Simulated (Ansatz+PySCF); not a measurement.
The numbers below are computed, except where a source is named.
Input for PySCF 2.14.0:

```python
from pyscf import gto, scf, cc

mol = gto.M(atom="""
Be 0.000000 0.000000 0.000000
S 0.000000 0.000000 1.680000
""", basis='6-31g', charge=0, spin=0)
mf = scf.UHF(mol)
mf.kernel()
mycc = cc.CCSD(mf, frozen=6).run()
et = mycc.ccsd_t()
print(mf.e_tot, mycc.e_corr, et, mycc.e_tot + et)
```

The script is written out from the run's settings.

The run gave:

```yaml
Converged: yes
Reference_energy: -412.07873 hartree
CCSD_correlation_energy: -0.09019 hartree
Triples_correction: -0.00495 hartree
Total_energy: -412.17387 hartree
Spin_squared_of_the_determinant: 0.000
```
